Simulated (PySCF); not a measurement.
## Radial density of P³⁺ (phosphorus, charge +3)

UHF, [Ne] 3s2, closed-shell 1S. Computed with PySCF 2.14 in cc-pVDZ-DK, with scalar relativity by spin-free X2C-1e.

```
r (bohr)  4πr²ρ (e/bohr)
 0.00147         0.06804
 0.00247          0.1825
 0.00416          0.4691
 0.00700           1.179
  0.0118           2.819
  0.0198           6.160
  0.0333           11.49
  0.0560           16.49
  0.0942           15.77
   0.159           10.95
   0.267           13.56
   0.448           14.96
   0.754           5.344
    1.27           1.663
    2.13          0.8450
    3.59         0.03616
    6.04       0.0001166
```

Densities and radii are taken from the X2C orbitals without a picture-change correction, which distorts them close to the nucleus.
